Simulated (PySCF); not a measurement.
C₅H₂F₄O₂.
SMILES: `FC1=COC=C(C(F)(F)F)O1`

Linear response at wB97X-D/def2-SVPD (PySCF, frozen core in the response, non-relativistic). Isolated species at its PBE0-D3(BJ)/def2-SVP geometry, gas phase.

Static isotropic polarisability: 64.70 au (9.59 Å³), principal values 47.6, 69.0, 77.5 au.

(1) What is the polarisability at 1064 nm and at the sodium D line?

(2) What is the isotropic C6 coefficient between two such molecules, C6 = (3/π)∫α(iω)² dω?

(3) Which effective excitation energy ω̄ makes London's formula C6 = (3/4)α²ω̄ exact here?

(4) How anisotropic is the static polarisability, by Δα² = ½[(α1 − α2)² + (α2 − α3)² + (α3 − α1)²]?

(5) What three-body coefficient follows from the one-pole estimate C9 = (3/4)·α·C6?

(6) What n − 1 at the D line would an ideal gas of it have at 273.15 K and 1 atm (2.6868 × 10¹⁹ cm⁻³), by n − 1 = 2π·N·α′?

(7) The lowest 6 singlets have (eV, f): 4.15, 0.003; 5.69, 0.019; 6.59, 0.013; 6.92, 0.015; 7.14, 0.001; 7.30, 0.000. What share of the static polarisability do they carry in the sum over states α = Σ f/ω²?

Results:

(1) 65.14 au at 1064 nm (+0.7 %), 66.20 au at 589.3 nm (+2.3 %). The rise at 589.3 nm is 3.38 times that at 1064 nm; a pure ω² law gives 3.26. The lowest singlet lies at 299 nm, shorter than both wavelengths.

(2) 2120 au (Eh·bohr⁶) by a ten-point quadrature over imaginary frequencies, which is 1270 eV·Å⁶ or 122 J·nm⁶/mol.

(3) ω̄ = 4·C6/(3α²) = 0.675 Eh = 18.4 eV. A one-pole form α(ω) = α/(1 − ω²/ω̄²) fitted to the 1064 nm value gives 14.2 eV.

(4) Δα = 26.7 au, or 0.41 of the isotropic value.

(5) 103000 au. This is an estimate from the two numbers above, not a computed integral.

(6) 16.56 × 10⁻⁴, a formal value whether or not that pressure can be reached.

(7) 1.04 au, 1.6 % of α; the largest term, 0.44 au, is that of the state at 5.69 eV. Their oscillator strengths add up to 0.05. Higher states carry the rest.

Hardware: one thread of an Arm Neoverse V2, on a shared host. Cost: 70 s, 1.1 GiB resident at most. This is the whole response run at wB97X-D/def2-SVPD, SCF included.

The values belong to the conformer `[F:1][C:2]1=[CH:3][O:4][CH:5]=[C:6]([C:7]([F:8])([F:9])[F:10])[O:11]1`: C5–C6–C7–F8 119°.

Note: wB97X-D ran without an empirical dispersion term, which enters the total energy and its gradient alone.
